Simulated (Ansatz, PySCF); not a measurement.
Gas-phase reaction (SMILES): F[SiH2]F [difluorosilane] + 2 [H][H] (H2) → 2 F (HF) + [SiH4] (SiH4); energy of full hydrogenation.

Geometries: B3LYP-D3(BJ)/def2-TZVP minima from Ansatz (an electronic-structure program). Valence correlation only, unless marked. Spin-orbit coupling is left out. No relativistic terms. Basis-set limits of correlation are two-point, X^-3; Hartree-Fock from the larger set. Thermal terms are rigid-rotor harmonic-oscillator values from B3LYP-D3(BJ) frequencies (PySCF) at 298.15 K and 1 atm. 1 Eh = 627.5095 kcal/mol.

```
species        E, CCSD(T)/CBS(cc-pV(T+d)Z,cc-pV(Q+d)Z) (Ansatz) (Eh)  E, r2SCAN-D4/def2-TZVPD (Ansatz + dftd4) (Eh)  H - E (Eh)  G - E (Eh)
-------------  -----------------------------------------------------  ---------------------------------------------  ----------  ----------
F[SiH2]F                                                  -489.98533                                     -490.50106     0.02754    -0.00226
[H][H] (H2)                                                 -1.17450                                       -1.17100     0.01336    -0.00144
F (HF)                                                    -100.39146                                     -100.44728     0.01259    -0.00713
[SiH4] (SiH4)                                             -291.45815                                     -291.85367     0.03520     0.01198
```

Question: Work out ΔE and ΔH, ΔG, ΔS and the equilibrium constant at 298.15 K at the first level, then ΔH at the second.

Answer: 
1. ΔE = [2×(-100.39146) + (-291.45815)] - [(-489.98533) + 2×(-1.17450)] = 0.09326 Eh = 58.5 kcal/mol at CCSD(T)/CBS(cc-pV(T+d)Z,cc-pV(Q+d)Z).
2. The terms H - E add up to 0.00612 Eh, so ΔH = (0.09326 + (0.00612))×627.5095 = 62.4 kcal/mol.
3. The terms G - E add up to 0.00286 Eh, so ΔG = 60.3 kcal/mol, and ΔS = (0.00612 - (0.00286))×627509.5/298.15 = 6.9 cal/(mol K).
4. log10 K = -ΔG/(RT ln 10) = -44.2, with RT ln 10 = 1.3642 kcal/mol.
5. At r2SCAN-D4/def2-TZVPD the same steps give ΔE = 59.5 and ΔH = 63.3 kcal/mol, a shift of +0.9 from the first level.
6. These values are not checked against measurement here, since the tables used lack a sound gas-phase enthalpy of formation for at least one species.
